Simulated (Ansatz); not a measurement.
A search over several starts for the lowest SCF solution of GeF2 at the given spin, in a small basis.

```yaml
crystal:
  periodic: [false, false, false]
  atoms:
    - {symbol: Ge, position_ang: [-0.686293, -0.417372, -0.240475]}
    - {symbol: F, position_ang: [-0.319427, 1.410750, -0.075180]}
    - {symbol: F, position_ang: [1.005721, -0.993377, 0.315645]}
basis:
  gaussian: {orbitals: def2-SVP}
hamiltonian: {xc: pbe0, dispersion: d4}
output: {orbitals: {seedname: orbitals}}
```

```sh
$ ansatz run in.yaml --threads 4 --pin off --events-out ev --progress --plain --max-ram 3916MiB
```

Shortened log:

```
Functional definition: PBE0
572 factors; integrals over basis functions are off by at most 4.8e-4 eV
mean field evaluation 1: about -61925.2693 eV, gradient 5.0e1 eV
mean field evaluation 2: about -61901.3702 eV, gradient 1.3e2 eV
mean field evaluation 4: about -61929.7021 eV, gradient 1.3e0 eV
mean field evaluation 8: about -61929.7193 eV, gradient 6.5e-2 eV
mean field evaluation 16: about -61929.7193 eV, gradient 4.7e-5 eV
mean field -61929.71929544 eV, -2275.8752066360 hartree, gradient 4.7e-5 eV, S^2 0.000000; 0 other end points of the search recorded, 0 dependent functions left out
reference -61929.71931303 eV, -2275.8752072824 hartree; 25, 25 occupied and 35, 35 virtual orbitals, 572 factors
Total energy: -61929.75040349 eV, -2275.8763498358 hartree
```

Hardware: 4 threads of Arm Neoverse V1 on a shared host. Wall time 0.45 s.

The structure comes from a short search, and lower isomers may exist.
